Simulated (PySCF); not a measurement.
**SbCl₂: from structure and modes to constants**

These are results of PySCF, UPBE0, basis Sb def2-TZVP with ECP28, Cl def2-TZVP (scalar-relativistic core potentials, no spin–orbit coupling, density fitting), not measurements.

The doublet minimum has C2v symmetry. Masses (u): Sb 120.90382, Cl 34.96885.

```xyz
3
charge 0 multiplicity 2, angstrom
Sb    0.0000    0.0000   -0.5576
Cl    1.7728    0.0000    0.9656
Cl   -1.7728    0.0000    0.9656
```

Harmonic wavenumbers (cm⁻¹): 126.9 (a1, ×1), 363.5 (b2, ×1), 381.5 (a1, ×1).

(1) Find the principal moments of inertia and the rotational constants. What kind of rotor is it?

(2) What is the harmonic zero-point energy?

(3) Find the vibrational entropy and heat capacity at 298.15 K.

(4) Give the standard entropy (298.15 K, 1 bar) by its translational, rotational, vibrational and spin parts, and Cp.

Results:

(1) About the centre of mass I = 102.8, 219.8, 322.6 u Å². With B = 16.8576/I this gives 0.164, 0.07669, 0.05226 cm⁻¹. The molecule is an asymmetric top with κ = -0.56.

(2) Half the sum of all 3 wavenumbers, 872/2 = 436 cm⁻¹, which is 5.2 kJ/mol (1 cm⁻¹ = 0.0119627 kJ/mol).

(3) With u = 1.43878 ω/T, each mode gives S = R[u/(eᵘ−1) − ln(1−e⁻ᵘ)] and C = R u² eᵘ/(eᵘ−1)².
```tsv
ω (cm⁻¹)	u	S (J/(mol K))	C (J/(mol K))
126.9	0.613	12.52	8.06
363.5	1.754	4.63	6.47
381.5	1.841	4.32	6.32
```
The sums over all modes are S = 21.5 and C = 20.9 J/(mol K); the softest mode gives 58 % of the entropy.

(4) Sackur–Tetrode with M = 190.84 u gives 174.3; rotation with symmetry number 2 gives 108.5; vibration 21.5; spin R ln 2 = 5.8. The total is 310.0 J/(mol K), and Cp = 4 R + 20.9 = 54.1 J/(mol K).

This need not be the most stable arrangement of these atoms. With an element this heavy the missing spin–orbit coupling can shift these numbers.
